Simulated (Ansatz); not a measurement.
Reaction (ligand exchange at the Al–C bond): `C[CH]([AlH2])[GeH3]` + `N=C[SiH3]` → `[AlH2]/[N]=C\[SiH3]` + `C[CH2][GeH3]`

Computed with Ansatz on PBE0-D4/def2-TZVP structures; ΔE is electronic, products minus reactants. CBS: MP2 limit from def2 TZ/QZ plus the TZ coupled-cluster correction, frozen cores. Functionals use def2-TZVPP. For Ge outer-core shells are correlated without core-valence functions, which leaves a few kJ/mol of doubt a bond. Scalar relativity is left out up to krypton. Each species was taken in one conformer, which may not be the lowest.

`C[CH]([AlH2])[GeH3]`:

Cartesian coordinates in Å:
```
C 1.123 1.077 -0.269
C 0.403 -0.157 0.286
Al 0.323 -1.692 -0.918
Ge -1.427 0.312 0.836
H 2.173 0.869 -0.495
H 1.106 1.921 0.429
H 0.665 1.423 -1.201
H 0.873 -0.494 1.220
H -0.042 -3.129 -0.347
H 0.594 -1.486 -2.472
H -1.400 1.570 1.728
H -2.096 -0.843 1.606
H -2.294 0.628 -0.402
```

`N=C[SiH3]`:

Cartesian coordinates in Å:
```
N -0.730 -1.529 0.245
C 0.226 -0.696 0.294
Si -0.031 1.062 -0.346
H -0.455 -2.440 0.622
H 1.214 -0.965 0.702
H 0.951 1.329 -1.431
H 0.240 2.022 0.759
H -1.416 1.217 -0.844
```

`[AlH2]/[N]=C\[SiH3]`:

Cartesian coordinates in Å:
```
Al -0.309 -0.508 -2.385
N 0.363 -0.401 -0.772
C 0.788 -0.291 0.397
Si -0.185 0.590 1.775
H 0.044 0.662 -3.385
H -1.197 -1.773 -2.708
H 1.774 -0.718 0.667
H -0.440 -0.365 2.888
H 0.627 1.716 2.311
H -1.463 1.089 1.212
```

`C[CH2][GeH3]`:

Cartesian coordinates in Å:
```
C 0.593 0.893 -0.966
C 0.681 0.040 0.292
Ge -1.001 -0.869 0.722
H -0.166 1.673 -0.868
H 1.544 1.388 -1.181
H 0.332 0.292 -1.840
H 0.960 0.649 1.156
H 1.455 -0.726 0.189
H -1.415 -1.792 -0.441
H -2.121 0.168 0.937
H -0.862 -1.717 1.999
```

| level | ΔE (kJ/mol) |
| --- | --- |
| PBE0-D4 | -86.7 |
| B2PLYP | -96.2 |
| r2SCAN | -94.9 |
| HF/def2-TZVPP | -98.3 |
| HF/def2-QZVPP | -98.5 |
| MP2/def2-QZVPP | -86.2 |
| SCS-MP2/def2-QZVPP | -87.9 |
| MP2/CBS(def2) | -85.6 |

(1) What does CCSD(T)/CBS give? (Best estimate.)

Largest T1 diagnostic among the species: 0.015.

## Answers

(1) Computed: -84.0 kJ/mol. The listed levels differ from it by -2.7, -12.2, -10.9, -14.3, -14.5, -2.2, -3.9, -1.6 kJ/mol.

The D4 term adds +3.9 kJ/mol with B3LYP and +2.1 kJ/mol with PBE0; it sums over pairs of atoms, weighted by their polarisabilities, and B3LYP, whose exchange is more repulsive, gets the larger term. From PBE to PBE0 (25 % exact exchange), in def2-TZVPP and without D4, ΔE moves by +3.1 kJ/mol.

B3LYP here is the variant with VWN-RPA as its local correlation; programs differ in this.
